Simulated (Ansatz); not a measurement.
Reactions of `FC1[O][GeH2][SiH2]1`.

Gas-phase electronic energies from Ansatz, PBE0-D4/def2-TZVP geometries. CCSD(T)/CBS adds triple-zeta CCSD(T) − MP2 to the extrapolated MP2 energy (def2 sets, frozen cores). This one scheme is used for every species, atoms too. DFT in def2-TZVPP. B3LYP here is the variant with VWN-RPA as its local correlation; programs differ in this. Open shells (•) are unrestricted, without spin–orbit coupling. Spin–orbit coupling would lower the free atoms: a little for C, F, O, Si; clearly for Ge. Bonds to Ge are less sure, by a few kJ/mol each and by 10 to 20 or more in all where they break to atoms, as the def2 sets lack core-valence functions. Scalar relativity is left out up to krypton. Each species was taken in one conformer, which may not be the lowest.

```tsv
reaction	CCSD(T)/CBS(def2) (kJ/mol)
`FC1[O][GeH2][SiH2]1` → C• + F• + Ge• + 5 H• + O• + Si•	3316
`FC1[O][GeH2][SiH2]1` → `F[C@H]1O[Si@H]1[GeH3]`	20
`FC1[O][GeH2][SiH2]1` → `O=[C]([SiH3])[GeH2][F]`	?
`FC1[O][GeH2][SiH2]1` → `F[SiH]1[CH2][GeH2][O]1`	-416
```

Task: Fill in the missing values. (Best estimate.)

Result: Computed: `FC1[O][GeH2][SiH2]1` → `O=[C]([SiH3])[GeH2][F]`: -31.0 kJ/mol.

Largest T1 diagnostic: 0.014, for `F[C@H]1O[Si@H]1[GeH3]`.
